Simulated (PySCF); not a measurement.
Level of theory: PBE0-D3(BJ)/def2-TZVP run with PySCF 2.14.0. Gas-phase values, no solvent. Delta-SCF ions had no search for a lower state. Excitations are Tamm–Dancoff values on a coarser integration grid. The basis has no diffuse functions, so Rydberg states are missing or too high.

Reference species (SMILES): `[F][GaH2]` (neutral, multiplicity 1).

* **T1 excitation (TDA)**: 5.31 eV
* **dipole moment**: 2.23 D
* **vertical ionisation energy (Delta-SCF)**: 11.53 eV
* **HOMO**: -8.97 eV

Changed species: `[F][GaH][F]` (2 of 3 H replaced by F; the reference has 1 of 3 H replaced by F).

### Question
What does the change do to the T1 excitation (TDA), dipole moment, vertical ionisation energy (Delta-SCF) and HOMO?

### Answer
the T1 excitation (TDA) rises by 1.59 eV, to 6.90 eV; the dipole moment rises by 0.30 D, to 2.53 D; the vertical ionisation energy (Delta-SCF) increases by 1.43 eV, to 12.96 eV; the HOMO decreases by 1.41 eV, to -10.38 eV.
